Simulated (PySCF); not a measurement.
## Structure elucidation problem

The spectra below were simulated for a compound C6H7BN2.

¹H NMR (600 MHz, computed): δ 6.14 (m, 1H), 6.11 (m, 1H), 5.98 (m, 1H), 4.32 (br s, 1H), 3.08 (s, 3H).

¹³C{¹H} NMR (computed): δ 139.0 (CH2), 125.6 (C), 122.7 (CH), 112.7 (C), 97.4 (C), 34.2 (CH3).

Level of theory: geometry: PBE0-D3(BJ)/def2-SVP, shieldings: GIAO B97-2/pcSseg-1, J: B3LYP/pcJ-1 (spin–dipole term only in couplings to heteroatoms), in PySCF (no solvent model, fast rotation and ring inversion assumed for equivalent nuclei, no relativistic terms, single conformer).

Shifts are taken against calculated references (same method and geometry level): ¹H (σ = 31.38 ppm), ¹³C (σ = 183.69 ppm) vs TMS.

Question: Propose a structure and justify it.

Answer: 
- 6 carbon signals for 6 carbons: no two carbons are equivalent.
- Carbon types of the structure: 3 × C, 1 × CH, 1 × CH2, 1 × CH3, leaving 1 H on heteroatoms.
- δC 139.0: terminal =CH2 carbon; as expected for a trigonal carbon in a double bond.
- δC 125.6: nitrile carbon; this is the usual window of a C≡N carbon, which has no attached hydrogen.
- δC 122.7: alkene CH; as expected for a trigonal carbon in a double bond.
- δC 112.7, 97.4: alkyne carbon.
- δC 34.2: methyl carbon bonded to N; pulled downfield by the heteroatom.
- δH 6.14: hydrogen on an alkene CH; olefinic region.
- δH 4.32: hydrogen on a nitrogen bonded to C, B; labile proton, position sensitive to the medium.

These data were computed for SMILES N(B(C#CC=C)C#N)C.

This is the structure that produced the data.

The OH or NH signal is concentration- and solvent-dependent in practice; the value given is the gas-phase one. A carbon bonded to boron is broadened by the quadrupolar boron nucleus and is often missing from a measured spectrum. Multiplet labels drop couplings under 1 Hz and merge nearly equal ones. Unscaled 3J(H,H) at this level run about 10 % above measured values. Shifts are as computed. Against solution values, carbons near 30 ppm lie about +1 ppm off and those near 130 ppm about +2 ppm. Of 1313 compounds with measured shifts, 239 miss one by over three times the rms of a fit or turn the order of signals round; such compounds aren't used in these exercises. Couplings to exchangeable protons are dropped.
